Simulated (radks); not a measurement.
Li2+, 1 electrons, occupied as 1s1.

All-electron calculation, Dirac Kohn-Sham, PBE, spin-unpolarised, spherical densities, finite nucleus; Fermi nuclear charge, rms radius 2.444 fm. Program: a radial shooting solver on a logarithmic mesh with Libxc functionals.

Energy parts (eV):
| part | energy |
|---|---|
| total | -118.222 |
| kinetic | 117.827 |
| electron-nucleus | -240.209 |
| Hartree | 24.856 |
| exchange-correlation | -20.696 |

Orbitals (lengths in bohr, moments of r in powers of bohr):
orbital  occ.  eigenvalue (eV)     <r>   <r^2>  <1/r>
1s1/2       1         -98.9213  0.5151  0.3569  2.943

The highest occupied level is 1s1/2 at -98.921 eV. The electron density at the nucleus is 8.417 e/bohr^3.
